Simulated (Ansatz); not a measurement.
Reaction (SMILES): O[SiH](O)O [trihydroxysilane] -> O[Si](O)O + H atom (the H-Si bond at the site shown breaks; other sites are not compared here)
Each molecule is optimised on its own at B3LYP-D3(BJ)/def2-TZVP (Ansatz, a program for electronic structure), one conformer each, not searched for the lowest. Frequencies are from Ansatz.

Quantity: bond dissociation energy (enthalpy at 298 K, with B3LYP-D3(BJ) rigid-rotor harmonic-oscillator terms), in kcal/mol. Valence correlation only, unless marked. UHF or UKS for open shells. No spin-orbit coupling. No relativistic terms. Basis-set limits of correlation are two-point, X^-3; Hartree-Fock from the larger set. The bracket is a focal-point correction in the basis named.

RI-MP2/CBS(aug-cc-pV(T+d)Z,aug-cc-pV(Q+d)Z)+[CCSD(T)-MP2]/aug-cc-pV(T+d)Z (Ansatz) gives 98.6 kcal/mol.

Question: Another calculation gave 96.3 kcal/mol. Which level was it?
(A) PBE/def2-TZVPD (Ansatz)
(B) wB97X/def2-TZVPD (Ansatz)
(C) r2SCAN/def2-TZVPD (Ansatz)

Answer: B, wB97X/def2-TZVPD (Ansatz). The others give 91.4 (r2SCAN), 88.8 (PBE) kcal/mol.
